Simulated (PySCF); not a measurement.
**A ladder of Hamiltonians for Ho⁶³⁺ (holmium, charge +63)**

Occupied: 1s1/2, 2s1/2. Hartree-Fock calculated with PySCF 2.14 in an uncontracted even-tempered set (19 s from 15 bohr⁻², ratio 2.3; 15 p from 18 bohr⁻², ratio 2.3), Gaussian nucleus throughout. NR is non-relativistic, sf-X2C the spin-free one-electron X2C Hamiltonian, X2C adds the bare one-electron spin-orbit term, X2C-SNSO screens it by Boettger's factors, DC is four-component Dirac-Coulomb, and the Gaunt and Breit terms are added at first order (total energies over the DC spinors, levels after relaxing the spinors in that mean field). QED terms are absent. Levels marked empty are virtual spinors of this ion.

```
Hamiltonian  E (hartree)  E − E(DC) (hartree)  CPU seconds
         NR   -5506.5164             389.7602         0.56
     sf-X2C   -5893.6378               2.6388         0.34
        X2C   -5893.6378               2.6388         0.34
   X2C-SNSO   -5893.6378               2.6388         0.34
         DC   -5896.2766               0.0000          7.4
   DC+Gaunt   -5890.9728               5.3038           13
   DC+Breit   -5891.0862               5.1904          100
```

Question: Give the 2p spin-orbit interval with each Hamiltonian that has one.

Answer: X2C 974.9; X2C-SNSO 943.2; DC 949.5; DC+Gaunt 936.9; DC+Breit 936.9 (eV).

```
   level (eV)        NR    sf-X2C       X2C  X2C-SNSO        DC  DC+Gaunt  DC+Breit
        1s1/2  -59228.3  -63117.0  -63117.0  -63117.0  -63180.4  -63053.1  -63054.6
        2s1/2  -14281.7  -15468.0  -15468.0  -15468.0  -15475.4  -15460.3  -15461.8
2p1/2 (empty)  -13901.0  -14346.5  -15036.7  -15013.0  -15020.9  -14993.1  -14996.9
2p3/2 (empty)  -13901.0  -14346.5  -14061.8  -14069.8  -14071.4  -14056.3  -14060.0
3s1/2 (empty)   -6151.6   -6551.4   -6551.4   -6551.4   -6553.4   -6549.1   -6549.8
```

Weight of the small component: 1s1/2 0.0631, 2s1/2 0.0153, 2p1/2 0.0151, 2p3/2 0.0141, 3s1/2 0.00645.

Koopmans' value for the highest occupied level at DC+Breit: 15461.8 eV, against an ionisation energy of 15448 ± 19 eV (theoretical estimate listed by NIST; NIST Atomic Spectra Database, ionization energies); the former lacks relaxation, correlation, QED and recoil.

The whole ladder took 130 s of wall time on 1 thread of Neoverse-N1 (shared host), launched as `OMP_NUM_THREADS=1 python relrun2.py TASK.json OUT` (a driver that calls PySCF for each Hamiltonian).
